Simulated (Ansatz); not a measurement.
Basis-set extrapolation for `C=NCO[SiH3]` (PBE0-D4/def2-TZVP geometry, frozen core, Ansatz 0.2.0). Multiplicity 1, RHF reference.

|  | def2-TZVPP | def2-QZVPP |
| --- | --- | --- |
| HF | -498.156397 | -498.175650 |
| MP2 correlation | -0.891092 | -0.954637 |
| CCSD(T) correlation | -0.971925 | not run |

Energies in hartree. Use E(X) = E(∞) + A·exp(−7.88·√X) for Hartree–Fock and E(X) = E(∞) + B·X^(−2.97) for correlation, with X = 3 and 4, and add CCSD(T) minus MP2 of the smaller set to the MP2 limit.

Problem. What is the CCSD(T) energy at the basis-set limit?

Solution. HF limit: -498.175650 + (-0.019253) × 0.13774 = -498.17830. MP2 limit: -0.954637 + (-0.063545) × 0.74074 = -1.00171. Higher-order term: -0.971925 − (-0.891092) = -0.08083. Total: -499.26084 hartree, 347.9 kJ/mol below CCSD(T)/def2-TZVPP.
